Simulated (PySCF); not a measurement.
Method used: PySCF, delta-SCF UKS SCAN, pcX-2 on the ionised atom, pcseg-1 elsewhere, spin-free X2C. Geometries: GFN2-xTB; isolated species, one conformer each. Values against the vacuum level.

**Question.** Rank by computed C 1s binding energy, lowest first.
A. C3 in `[CH3:1][CH2:2][CH2:3][SiH2:4][F:5]`
B. C2 in `[F:1][C:2]([F:3])=[C:4]([F:5])[Cl:6]`
C. C1 in `[CH3:1][CH2:2][Si@H:3]([OH:4])[SH:5]`
D. C5 in `[CH2:1]=[N:2][c:3]1[cH:4][cH:5][n:6][n-:7]1`
E. C1 in `[CH3:1][O:2][Si@@H:3]([CH3:4])[SH:5]`

**Answer.** D (285.01 eV), A (290.29 eV), C (290.62 eV), E (292.58 eV), B (296.04 eV).

The highest is bonded to 2 F and C (double bond), the lowest to N (aromatic in the SMILES), C (aromatic in the SMILES) and H in a species of charge -1; the range is 11.03 eV.

The basis sets have no added diffuse functions, a weakness for anions.
